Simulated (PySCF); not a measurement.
Computed shifts of a molecule C₃H₇ClSi, PBE0/pcSseg-1 run with PySCF, GIAO, gas phase, atoms alike by connectivity averaged where their shifts nearly agree, in ppm (number of nuclei): ²⁹Si: 7.5 (1). ¹³C: 8.8 (1), 7.1 (1), 2.5 (1). ¹H: 5.80 (1), 4.69 (1), 1.43 (1), 1.28 (1), 1.07 (1), 0.88 (1), 0.55 (1). References: ³⁵Cl against HCl (σ = 945.9 ppm); ²⁹Si against TMS (σ = 352.7 ppm); ¹³C against TMS (σ = 186.3 ppm); ¹H against TMS (σ = 31.56 ppm), references at their B3LYP-D3(BJ)/def2-TZVP geometries, non-relativistic (without spin–orbit terms, shifts of atoms bonded to Cl or Br come out too high). The structure is a stationary point at PBE-D3(BJ)/def2-SVP. Other conformers were not sampled.

Task: Which structure fits?
A) Cl[SiH2]C1CC1
B) C/C=C(\[SiH3])Cl
C) C/C([SiH3])=C/Cl
D) C=C[Si@H](C)Cl

Result: A, Cl[SiH2]C1CC1
